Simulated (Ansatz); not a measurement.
Species: CCl2F, net charge 0, doublet state. SMILES: F[C](Cl)Cl

Atoms: C1, F2, Cl3, Cl4. Bonds: C1-F2, C1-Cl3, C1-Cl4.

Bond lengths (Å) and angles (degrees) optimised at HF/3-21G with Ansatz (a program for electronic structure); HF/6-31G* with Ansatz; B3LYP/LANL2DZ with Ansatz, each started from the B3LYP-D3(BJ)/def2-TZVP structure (Ansatz) of the last column. A row stands for all coordinates that are equal there. 6-31G* holds six Cartesian d functions. No wavenumbers were computed at B3LYP/LANL2DZ, so these may be saddle points.

```csv
coordinate,HF/3-21G,HF/6-31G*,B3LYP/LANL2DZ,B3LYP-D3(BJ)/def2-TZVP
C1-F2,1.333,1.309,1.381,1.329
C1-Cl3,1.812,1.718,1.808,1.723
F2-C1-Cl3,113.2,112.9,112.4,113.3
Cl3-C1-Cl4,115.2,117.7,116.9,117.7
```

Mean signed difference of all 3 bond lengths from B3LYP-D3(BJ)/def2-TZVP: HF/3-21G 0.060 Å, HF/6-31G* -0.010 Å, B3LYP/LANL2DZ 0.074 Å.
